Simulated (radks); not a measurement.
Problem. All-electron atom: Nb3+ in [Kr] 4d2. All-electron calculation, scalar-relativistic Kohn-Sham, BP86, spin-polarised, spherical densities, finite nucleus; open shells are filled with parallel spins first (spin-orbit coupling, left out, can overturn this in heavy ions); Fermi nuclear charge, rms radius 4.324 fm. Program: a radial shooting solver on a logarithmic mesh with Libxc functionals. Some entries of the table are withheld. Estimate them.

| orbital | occ. | eigenvalue (Ry) | <1/r> (bohr^-1) |
|---|---|---|---|
| 1s down | 1 | -1384.981 | 42.40 |
| 1s up | 1 | -1384.980 | 42.40 |
| 2s up | 1 | -195.7310 | 9.527 |
| 2s down | 1 | -195.7141 | 9.527 |
| 2p up | 3 | -175.0213 | 9.273 |
| 2p down | 3 | -175.0088 | 9.273 |
| 3s up | 1 | -34.57734 | 3.253 |
| 3s down | 1 | -34.56822 | 3.252 |
| 3p up | 3 | -27.80946 | 3.091 |
| 3p down | 3 | -27.79927 | 3.091 |
| 3d up | 5 | -16.74905 | (1) |
| 3d down | 5 | -16.73324 | (2) |
| 4s up | 1 | -6.58537 | 1.182 |
| 4s down | 1 | -6.48767 | 1.188 |
| 4p up | 3 | -4.80317 | 1.049 |
| 4p down | 3 | -4.69332 | 1.056 |
| 4d up | 2 | -2.30640 | (3) |
| 4d down | 0 | -2.18250 | (4) |

Solution. 
(1) 3d up <1/r> (bohr^-1): 2.855
(2) 3d down <1/r> (bohr^-1): 2.855
(3) 4d up <1/r> (bohr^-1): 0.7676
(4) 4d down <1/r> (bohr^-1): 0.7680
